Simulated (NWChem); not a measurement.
System: H2SeSO; SMILES O[Se]S

```xyz
5

Se     0.4005     0.4747    -0.0009
O     -1.1555     1.3844    -0.0657
H     -1.4714     1.4640     0.8447
S     -0.2204    -1.6205     0.0584
H     -0.3710    -1.8243    -1.2734
```
Atoms are numbered in this order, from 1.

Program: NWChem. Geometry: optimised at PBE0/def2-SVP. Static field.

Task: Among these, which level gives the lowest value of “isotropic polarisability (bohr³)”?
A) B3LYP/aug-cc-pVDZ
B) LDA (Slater exchange, VWN5)/aug-cc-pVDZ
C) BHandHLYP/aug-cc-pVDZ
D) PBE/aug-cc-pVDZ

Result: C, BHandHLYP/aug-cc-pVDZ. Values: BHandHLYP/aug-cc-pVDZ 54.3; B3LYP/aug-cc-pVDZ 56.3; PBE/aug-cc-pVDZ 58.0; LDA (Slater exchange, VWN5)/aug-cc-pVDZ 58.0
